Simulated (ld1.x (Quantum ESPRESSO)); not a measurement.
## What one change does to a pseudopotential (Ag (Z = 47), TM)

ld1.x (Quantum ESPRESSO) 7.5 input, shortened:

```
&input
   title='Ag', zed=47., rel=1, dft='PBESOL', iswitch=3,
   config='[Kr] 4d10 5s0 5p0'
 /
 &inputp
   pseudotype=2, tm=.true., lloc=2,
   nlcc=.true., new_core_ps=.true., rcore=1.55
 /
3
5S  1  0   0.00   0.00  2.40  2.40  0.0
5P  2  1   0.00   0.00  3.30  3.30  0.0
4D  3  2  10.00   0.00  1.90  1.90  0.0
 &test
   configts(1)='4d10 5s0 5p0'
 /
```

Change: reference 4d10 5s1 5p0.

Cutoffs: the cutoffs (Ry, on a coarse ladder) from which the occupation-weighted sum of valence levels, in a spherical-Bessel basis at the reference potential, stays within 10 and 1 mRy of its value at 400 Ry; they do not see the model core or the augmentation charge, which bear on the density cutoff. Errors are all-electron minus pseudo energies relative to the spin-unpolarised reference configuration.

Problem. What does the change do?

Solution. The potential gets neither clearly harder nor softer (55 Ry and 90 Ry → 55 Ry and 90 Ry); both files keep a bound ghost (p, s); the number of tests that count goes from 7 to 6.

| quantity | base | changed |
| --- | --- | --- |
| cutoff, loose | 55 Ry | 55 Ry |
| cutoff, tight | 90 Ry | 90 Ry |
| bound ghosts | s, p | s, p |
| tests counted (converged, no solver errors) | 7 of 7 | 6 of 7 |
| s: phases at 3.60 bohr within 0.05 rad from the reference energy up to (Ry; the scan ends near 5) | 0.9 | 1.4 |
| p: phases at 3.60 bohr within 0.05 rad from the reference energy up to (Ry; the scan ends near 5) | 1.7 | 2.2 |
| d: phases at 3.60 bohr within 0.05 rad from the reference energy up to (Ry; the scan ends near 5) | 3.2 | 3.8 |

Base: These tests converged, but a pseudo level misses the all-electron one widely, so the file describes the atom poorly there or has found another state: 4d9 5s0 5p0: empty 5p by 2.6 eV (a node warning on the way); 4d7 5s0 5p0: empty 5s by 7.4 eV. Changed file: Tests not counted: 4d9 5s1 5p1 (solver errors, printed error -2.1 eV). These tests converged, but a pseudo level misses the all-electron one widely, so the file describes the atom poorly there or has found another state: 4d7 5s0 5p0: empty 5s by 8.8 eV. A true bound ghost makes a file unfit for plane-wave use even where its test errors are small: the radial tests pick states by their node count and pass the ghost by. Where a test does run into it, the solver fails or the error is huge.
